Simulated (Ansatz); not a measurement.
`C#[C][Ge]([F])([F])[F]` + NH₃ → `[NH2][Ge]([F])([F])[F]` + `C#C` at 700 K and 1 bar (ligand exchange at a Ge–C bond).

Computed with Ansatz on PBE0-D4/def2-TZVP structures; ΔE is electronic, products minus reactants. CBS: MP2 limit from def2 TZ/QZ plus the TZ coupled-cluster correction, frozen cores. This one scheme is used for every species. For Ge outer-core shells are correlated without core-valence functions, which leaves a few kJ/mol of doubt a bond. Scalar relativity is left out up to krypton. Each species was taken in one conformer, which may not be the lowest.

| species | CCSD(T)/CBS energy (Eh) | H − E (kJ/mol) | S (J/(mol·K)) |
| --- | --- | --- | --- |
| `C#[C][Ge]([F])([F])[F]` | -2452.25077 | 140.3 | 448.8 |
| NH₃ | -56.50880 | 116.9 | 226.5 |
| `[NH2][Ge]([F])([F])[F]` | -2431.53610 | 154.0 | 441.5 |
| `C#C` | -77.22717 | 102.1 | 244.4 |

H − E and S are ideal-gas, rigid-rotor, harmonic terms from PBE0-D4/def2-TZVP, for one conformer and one mirror image of each species. 1 Eh = 2625.50 kJ/mol, R = 8.31446 J/(mol·K).

**Question.** By hand: ΔE, ΔH, ΔS and ΔG.

**Answer.** ΔE = (-2431.53610) + (-77.22717) − (-2452.25077) − (-56.50880) = -0.00370 Eh = -9.7 kJ/mol. Δ(H − E) = 154.0 + 102.1 − 140.3 − 116.9 = -1.1, so ΔH = -10.8 kJ/mol. ΔS = 441.5 + 244.4 − 448.8 − 226.5 = 10.6 J/(mol·K). ΔG = -10.8 − 700 × (10.6)/1000 = -18.2 kJ/mol.

**Question.** By hand: the equilibrium constant, and the temperature at which ΔG would vanish if ΔH and ΔS stayed fixed.

**Answer.** log₁₀ K = −ΔG/(RT ln 10) = 1.4. ΔH and −TΔS have one sign here, so there is no such temperature.

TΔS isn't small against ΔH here. A doubt of 5 kJ/mol in ΔE shifts log₁₀ K by 0.4 here. Other conformers and mirror images would add mixing entropy, several J/(mol·K) or more a flexible species. These are equilibria of isolated gas molecules and say nothing of rates. Largest T1 diagnostic: 0.013 (customary marks: 0.02 for closed shells, 0.045 for open ones).

ΔS is within the doubt of such terms, so its sign, and with it that verdict, could turn.
